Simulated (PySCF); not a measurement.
BI2, SMILES I[B]I (connectivity only; charge and spin as stated), charge +1, multiplicity 1. Atoms are numbered in the order given.

```xyz
3

I      0.0000     0.0000    -1.9618
B      0.0000     0.0000     0.0000
I      0.0000     0.0000     1.9618
```
Charge +1, spin multiplicity 1.

Geometry: ωB97X-D3(BJ)/def2-TZVP. The spin state was assumed, not searched. The isomer is the one that the SMILES or the coordinates give; other isomers of the formula were not compared. The def2 effective core potentials stand for the cores of I; spin–orbit coupling is left out.

All values below come from TDA-PBE0/def2-SVPD run with PySCF.

Vertical excitations; the highest root listed may be one member of a degenerate set. The molecule is in vacuum. State labels are in the subgroup D2h.

Computed UV-visible absorptions:
| state | symmetry | energy (eV) | λ (nm) | f | main pairs |
|---|---|---|---|---|---|
| S1 | Au | 4.32 | 287 | 0.000 | HOMO−1→LUMO 50 %, HOMO→LUMO+1 50 % |
| S2 | Au | 4.48 | 277 | 0.000 | HOMO→LUMO+1, HOMO−1→LUMO (degenerate set) |
| S3 | B1u | 4.48 | 277 | 0.000 | HOMO−1→LUMO+1, HOMO→LUMO (degenerate set) |
| S4 | B1g | 5.39 | 230 | 0.000 | HOMO−2→LUMO 50 %, HOMO−3→LUMO+1 50 % |
| S5 | Ag | 5.58 | 222 | 0.000 | HOMO−2→LUMO+1, HOMO−3→LUMO (degenerate set) |
| S6 | B1g | 5.58 | 222 | 0.000 | HOMO−3→LUMO+1, HOMO−2→LUMO (degenerate set) |
| S7 | B2g | 6.28 | 197 | 0.000 | HOMO−1→LUMO+2 (degenerate set) |
| S8 | B3g | 6.28 | 197 | 0.000 | HOMO→LUMO+2 (degenerate set) |
| S9 | B1u | 6.43 | 193 | 1.073 | HOMO→LUMO 41 %, HOMO−1→LUMO+1 41 %, HOMO−4→LUMO+2 15 % |
| S10 | B3g | 7.40 | 168 | 0.000 | HOMO−4→LUMO 97 % |
| T1 | B1u | 3.87 | 321 | 0 | HOMO−1→LUMO+1 50 %, HOMO→LUMO 50 % |
| T2 | Au | 4.07 | 305 | 0 | HOMO−1→LUMO, HOMO→LUMO+1 (degenerate set) |
| T3 | B1u | 4.07 | 305 | 0 | HOMO→LUMO, HOMO−1→LUMO+1 (degenerate set) |
| T4 | Au | 4.32 | 287 | 0 | HOMO→LUMO+1 50 %, HOMO−1→LUMO 50 % |
Triplets are in the Tamm–Dancoff approximation.
